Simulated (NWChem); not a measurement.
Species: C₅H₅ cation

```xyz
10

C     -0.9433    -0.1534     0.3769
C     -0.4110    -1.2681    -0.0871
C      0.9313    -0.6772    -0.0648
C      0.8709     0.7013    -0.0733
C     -0.5453     1.1983    -0.0264
H     -0.7504    -2.2891    -0.2689
H      1.8287    -1.2600     0.1709
H      1.7053     1.3413     0.2336
H     -1.0109     1.4541    -0.9940
H     -0.6739     2.0207     0.6931
```
Atoms are numbered in this order, from 1.

Computed with NWChem. STO-3G and 3-21G are far too small for this property and stand as cheap habits. Structure relaxed at the PBE0/def2-SVP level. GIAO values for the isolated, static molecule; σ is the absolute isotropic shielding, δ = σ(reference) − σ with the isolated reference molecule computed at the same levels (13C: tetramethylsilane, 1H: tetramethylsilane).

For level Hartree-Fock/STO-3G:

* **δ C1 (ppm)**: 286.3
* **δ C4 (ppm)**: 124.3
* **δ C5 (ppm)**: 50.7
* **δ H6 (ppm)**: 9.21
* **δ H8 (ppm)**: 7.86
* **δ H9 (ppm)**: 7.40
* **δ H10 (ppm)**: 5.14

**Question.** What are these values for level KT2/pcSseg-1?

**Answer.** The δ C1 (ppm) is 246.5, the δ C4 (ppm) comes out as 135.7 and the δ C5 (ppm) is 55.0. The δ H6 (ppm) is 8.13 and the δ H8 (ppm) is 6.94. The δ H9 (ppm) is 6.88 and the δ H10 (ppm) comes out as 4.54.
